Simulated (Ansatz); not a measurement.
One change: `[AlH2][CH2][GeH3]` becomes `[CH3][GeH2][CH2][AlH2]`.

Ansatz, PBE0-D4/def2-TZVP geometries, multiplicity 1. Each molecule was computed in one conformer, which needn't be the lowest.

Scalar relativity is left out up to krypton.

| property | `[AlH2][CH2][GeH3]` |
| --- | --- |
| LUMO energy (B3LYP/def2-TZVPP) / eV | -1.67 |
| LUMO energy (ωB97M-V/def2-TZVPP) / eV | 0.13 |
| HOMO–LUMO gap (PBE0/def2-TZVPP) / eV | 6.54 |
| HOMO–LUMO gap (B3LYP/def2-TZVPP) / eV | 6.11 |
| HOMO energy (B3LYP/def2-TZVPP) / eV | -7.78 |
| HOMO–LUMO gap (PBE/def2-TZVPP) / eV | 4.57 |

**Question.** Give the same properties after the change, and the shifts. (Best estimate.)

**Answer.** Computed: 
```
                             property  `[CH3][GeH2][CH2][AlH2]`  shift
  LUMO energy (B3LYP/def2-TZVPP) / eV                     -0.79   0.88
LUMO energy (ωB97M-V/def2-TZVPP) / eV                      0.99   0.86
 HOMO–LUMO gap (PBE0/def2-TZVPP) / eV                      6.89   0.35
HOMO–LUMO gap (B3LYP/def2-TZVPP) / eV                      6.47   0.36
  HOMO energy (B3LYP/def2-TZVPP) / eV                     -7.26   0.52
  HOMO–LUMO gap (PBE/def2-TZVPP) / eV                      4.94   0.37
```

With PBE0 the HOMO rises by 0.51 eV and the LUMO rises by 0.86 eV, so the gap widens by about 0.35 eV. PBE moves the HOMO by 0.48 eV and ωB97M-V by 0.51 eV.

B3LYP here is the variant with VWN-RPA as its local correlation; programs differ in this.
